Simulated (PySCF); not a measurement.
# Variants of one PySCF input: CaS

Base input, run as `OMP_NUM_THREADS=1 python input.py` with PySCF 2.14:

```python
from pyscf import gto, dft
from pyscf.geomopt.geometric_solver import optimize

mol = gto.M(
    atom='Ca 0 0 0; S 0 0 2.754',
    basis='cc-pvdz-dk',
    charge=0,
    spin=0,
    verbose=3,
)
mf = dft.RKS(mol, xc='blyp')
mf = mf.sfx2c1e()
mf.kernel()
g = mf.nuc_grad_method()
g.grid_response = True
mol_eq = optimize(g.as_scanner(), maxsteps=30)
print('optimised geometry (angstrom)')
print(mol_eq.tostring('raw'))
print('orbital energies (hartree):', mf.mo_energy[..., max(0, mol.nelec[1]-3):mol.nelec[0]+3].round(4))
```

Base result: E(SCF) = -1079.770234 Eh, all at the start geometry; optimised bond 2.336 Å with E = -1079.796820 Eh after 7 steps. The last line lists the levels of the start geometry. Stability towards an unrestricted solution was not tested.

Run time: 28 s on 1 thread of Arm Neoverse V1 (shared host), peak memory 0.28 GiB.

Each row names what differs from the base; energies in brackets are changes from the base.

| change | result | wall time (s) |
| --- | --- | --- |
| integration grid: default → 2 | E(SCF) = -1079.770228 Eh (+0.0002 eV), all at the start geometry; optimised bond 2.336 Å with E = -1079.796823 Eh after 7 steps | 24 |
| initial guess: minao → atom | E(SCF) = -1079.770234 Eh (+0.0000 eV), all at the start geometry; optimised bond 2.336 Å with E = -1079.796820 Eh after 7 steps | 33 |
| step after the SCF: optimize → eomea; SCF type: RKS → RHF; functional: blyp → none (Hartree–Fock); frozen orbitals: default → 10; number of roots: default → 3 [positive roots are unbound] | E(SCF) = -1078.217363 Eh, E(CCSD) − E(SCF) = -0.25443 Eh, μz(SCF) = -13.41 D, attachment roots -1.444, 0.010, 0.010 eV | 2.2 |
| density fitting: none → def2-universal-jkfit | E(SCF) = -1079.770572 Eh (-0.0092 eV), all at the start geometry; optimised bond 2.336 Å with E = -1079.797148 Eh after 7 steps | 18 |
| PCM solvent, dielectric constant: none → 20.5; step after the SCF: optimize → analyze | E(SCF) = -1079.820402 Eh (-1.3652 eV), μz(SCF) = -16.23 D | 7.5 |

Q: Order these changes by how far they move the SCF energy from the base, largest first: (1) PCM solvent, dielectric constant: none → 20.5; step after the SCF: optimize → analyze; (2) density fitting: none → def2-universal-jkfit; (3) initial guess: minao → atom; (4) integration grid: default → 2.

A: (1) -1.3652 eV, (2) -0.0092 eV, (4) +0.0002 eV, (3) +0.0000 eV.
